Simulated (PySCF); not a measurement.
Te(OH)F5.
Bonds: Te1–O2, Te1–F4, Te1–F5, Te1–F6, Te1–F7, Te1–F8. Hydrogens: H3 on O2.

A GFN2-xTB structure was refined with PySCF, PBE0-D3(BJ)/def2-SVP geometry optimisation, gas phase, def2 core potentials past Kr. Its GFN2-xTB values:

```csv
coordinate,GFN2-xTB
Te1–O2,1.821 Å
Te1–F4,1.922 Å
Te1–F5,1.804 Å
Te1–F6,1.982 Å
O2–H3,0.995 Å
O2–Te1–F4,175.1°
O2–Te1–F5,93.3°
O2–Te1–F7,92.9°
F4–Te1–F5,83.8°
F4–Te1–F7,83.2°
F5–Te1–F6,172.8°
F5–Te1–F7,91.1°
F7–Te1–F8,168.4°
```

Q: How do these coordinates change at the PBE0-D3(BJ)/def2-SVP level?

A: 
```json
{"coordinate": "Te1–O2", "PBE0-D3(BJ)/def2-SVP (Å or °)": "1.916", "change": "+0.095"}
{"coordinate": "Te1–F6", "PBE0-D3(BJ)/def2-SVP (Å or °)": "1.894", "change": "-0.088"}
{"coordinate": "Te1–F5", "PBE0-D3(BJ)/def2-SVP (Å or °)": "1.876", "change": "+0.072"}
{"coordinate": "Te1–F4", "PBE0-D3(BJ)/def2-SVP (Å or °)": "1.878", "change": "-0.044"}
{"coordinate": "O2–H3", "PBE0-D3(BJ)/def2-SVP (Å or °)": "0.972", "change": "-0.023"}
{"coordinate": "F5–Te1–F6", "PBE0-D3(BJ)/def2-SVP (Å or °)": "179.9", "change": "+7.1"}
{"coordinate": "F7–Te1–F8", "PBE0-D3(BJ)/def2-SVP (Å or °)": "175.3", "change": "+6.9"}
{"coordinate": "F4–Te1–F5", "PBE0-D3(BJ)/def2-SVP (Å or °)": "90.3", "change": "+6.5"}
{"coordinate": "O2–Te1–F4", "PBE0-D3(BJ)/def2-SVP (Å or °)": "179.9", "change": "+4.8"}
{"coordinate": "F4–Te1–F7", "PBE0-D3(BJ)/def2-SVP (Å or °)": "87.5", "change": "+4.3"}
{"coordinate": "O2–Te1–F5", "PBE0-D3(BJ)/def2-SVP (Å or °)": "89.6", "change": "-3.7"}
{"coordinate": "F5–Te1–F7", "PBE0-D3(BJ)/def2-SVP (Å or °)": "90.3", "change": "-0.8"}
{"coordinate": "O2–Te1–F7", "PBE0-D3(BJ)/def2-SVP (Å or °)": "92.4", "change": "-0.5"}
```

The energy falls by 65.5 kJ/mol over 10 energy and gradient evaluations, the largest force component goes from 0.1089 to 3.3e-04 Eh/bohr, and the atoms move by 0.076 Å rms after alignment. The bond that changes most is Te1–O2 (ends: tellurium bonded to 5 F and O; oxygen bonded to Te and H), which lengthens by 0.095 Å. Bonds longer at the end by more than 0.005 Å: 3 of 7; shorter: 4. Rotational constants go from 1959, 1903, 1844 to 1906, 1895, 1866 MHz.

The run used 115 basis functions and 71 SCF cycles in all. On one thread of an AMD EPYC 9R14, shared host with 96 logical CPUs at a one-minute load of 24, this took 47 s wall and 0.48 GiB of memory at its peak.

No PBE0-D3(BJ)/def2-SVP frequencies stand behind this structure, so it isn't proved a minimum.
